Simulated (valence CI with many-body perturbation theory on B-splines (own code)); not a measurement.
Forbidden lines of Sm5+

Computed by relativistic CI+MBPT: three valence electrons over a frozen Dirac-Fock core [Xe], radial functions for each j: 8 s, 8 p, 9 d, 9 f, 6 g, 3 h, 2 i, with the one-electron correlation potential Σ1, the two-electron term Σ2, the three-electron term Σ3, Breit, model QED; the open f shell's mean field enters the energy denominators; selected CI, second order for the rest, scaled by the run's own slope (own B-spline code, finite nucleus).

Against measured spectra of neutral and singly charged lanthanides and actinides this method errs by a few hundred cm⁻¹ within a configuration and by up to about 5,000 between configurations. No measured levels were compared; by estimate terms of the open shell hold to a few per cent of their energy, and close levels can change places. Core correlation moves these levels by up to 2500 cm⁻¹, and in measured spectra 5 to 20 % of such shifts remained as error; rates that hang on mixing are uncertain with them. Only levels of the ground parity were solved; by the run's estimate the other parity begins above the list, which can be wrong where configurations are misplaced.

Lines 1 to 50 of 120 in falling wavelength, among levels below 96734 cm⁻¹, chosen from the decays that carry over 1 % of a level's rate. Wavelengths and rates use the calculated energies, so an error of 2000 cm⁻¹ moves a line at 5842 nm by 120 % and its rate by three times that or more. Weak lines are less certain than strong ones. Lines between different terms over intervals too small for the method are left out, as are lines whose strength nearly cancels. Where a level lies close to another of its J and parity, the split of strength between their lines is uncertain. Intervals below about 2000 cm⁻¹, as at the head of this list, are uncertain by tens of per cent.

Names give the largest LS component (configuration and term), which can be under half, so a name can repeat, a term be missing and a line seem to break the LS rules; names also repeat where a configuration has a term twice. Letters in brackets count levels of one name in rising energy.

```
λ vac (nm)             Upper             Lower  Type   A (s⁻¹)  Branch %
      9057       4f3 4D°_1/2       4f3 4D°_3/2    M1  8.14e-02       7.6
      6726       4f3 4F°_7/2       4f3 4F°_5/2    M1  1.24e-01      64.4
      5842       4f3 4S°_3/2       4f3 4F°_5/2    M1  2.74e-03       4.3
      5695       4f3 4F°_7/2   4f3 2H°_9/2 [a]    M1  3.58e-02      18.6
      5636       4f3 4F°_5/2       4f3 4F°_3/2    M1  2.25e-01     100.0
      4827       4f3 4F°_9/2       4f3 4F°_7/2    M1  1.73e-01       5.8
      4539      4f3 2L°_17/2      4f3 2L°_15/2    M1  1.27e-01       5.4
      4229      4f3 2I°_13/2      4f3 2I°_11/2    M1  1.31e-01       3.7
      3445   4f3 2G°_7/2 [a]       4f3 4F°_9/2    M1  2.71e-02       1.1
      3294       4f3 2P°_1/2   4f3 2D°_3/2 [a]    M1  2.36e-01       6.5
      3279      4f3 4G°_11/2       4f3 4G°_9/2    M1  6.69e-01      30.0
      3237       4f3 4G°_7/2       4f3 4G°_5/2    M1  7.59e-01      34.7
      3230      4f3 4I°_11/2       4f3 4I°_9/2    M1  1.24e+00     100.0
      3204      4f3 2K°_15/2      4f3 2K°_13/2    M1  3.56e-01       4.0
      3125      4f3 4I°_13/2      4f3 4I°_11/2    M1  1.58e+00     100.0
      3084      4f3 4I°_15/2      4f3 4I°_13/2    M1  1.09e+00     100.0
      2974   4f3 2G°_9/2 [a]       4f3 4G°_7/2    M1  6.75e-01       9.6
      2868       4f3 4S°_3/2       4f3 4F°_3/2    M1  6.08e-02      95.7
      2762       4f3 4G°_9/2   4f3 2G°_7/2 [a]    M1  1.13e+00      28.6
      2757       4f3 4D°_7/2       4f3 4D°_5/2    M1  8.54e-01      74.2
      2612       4f3 4F°_9/2   4f3 2H°_9/2 [a]    M1  8.03e-01      27.1
      2602       4f3 2P°_3/2   4f3 2D°_5/2 [a]    M1  3.71e-01       3.2
      2480   4f3 2D°_5/2 [a]   4f3 2D°_3/2 [a]    M1  3.97e-01       6.4
      2125       4f3 4G°_5/2       4f3 4F°_7/2    M1  4.05e-02      41.0
      2066       4f3 2P°_3/2       4f3 2P°_1/2    M1  5.75e-01       4.9
      2010   4f3 2G°_7/2 [a]       4f3 4F°_7/2    M1  4.11e-01      17.4
      2009   4f3 2H°_9/2 [b]      4f3 2I°_11/2    M1  3.51e-01       6.5
      1858  4f3 2H°_11/2 [a]   4f3 2H°_9/2 [a]    M1  1.37e+00      22.3
      1856       4f3 4D°_3/2   4f3 2D°_5/2 [a]    M1  7.59e-02       8.2
      1617   4f3 2G°_9/2 [a]   4f3 2G°_7/2 [a]    M1  9.25e-02       1.3
      1615       4f3 4G°_5/2       4f3 4F°_5/2    M1  8.64e-03       8.8
      1566       4f3 4D°_3/2       4f3 2P°_1/2    M1  5.11e-01      55.0
      1548   4f3 2G°_7/2 [a]       4f3 4F°_5/2    M1  9.81e-01      41.4
      1533       4f3 4G°_9/2       4f3 4F°_9/2    M1  7.91e-01      20.0
      1486   4f3 2G°_7/2 [a]   4f3 2H°_9/2 [a]    M1  7.07e-01      29.9
      1335       4f3 4D°_1/2       4f3 2P°_1/2    M1  3.38e-01      31.6
      1328   4f3 2G°_9/2 [a]  4f3 2H°_11/2 [a]    M1  1.08e+00      15.3
      1283       4f3 4G°_7/2       4f3 4F°_7/2    M1  6.71e-01      30.6
      1270       4f3 2P°_3/2   4f3 2D°_3/2 [a]    M1  4.31e+00      36.9
      1255       4f3 4G°_5/2       4f3 4F°_3/2    M1  2.14e-02      21.7
      1247      4f3 4G°_11/2  4f3 2H°_11/2 [a]    M1  1.06e+00      47.4
      1113      4f3 2I°_11/2      4f3 4G°_11/2    M1  2.94e-01       9.2
      1101   4f3 2G°_9/2 [a]       4f3 4F°_9/2    M1  3.67e+00      52.0
      1077       4f3 4G°_7/2       4f3 4F°_5/2    M1  7.04e-01      32.1
      1067   4f3 2D°_5/2 [a]   4f3 2G°_7/2 [a]    M1  1.40e-01       2.3
      1049       4f3 4D°_5/2   4f3 2D°_3/2 [a]    M1  1.14e+00      47.9
      1045      4f3 4G°_11/2       4f3 4F°_9/2    M1  5.59e-02       2.5
     991.6   4f3 2D°_3/2 [a]       4f3 4S°_3/2    M1  3.82e+00      40.3
     966.1       4f3 4G°_9/2   4f3 2H°_9/2 [a]    M1  1.24e+00      31.4
     950.1       4f3 4D°_1/2   4f3 2D°_3/2 [a]    M1  3.42e-01      31.9
```
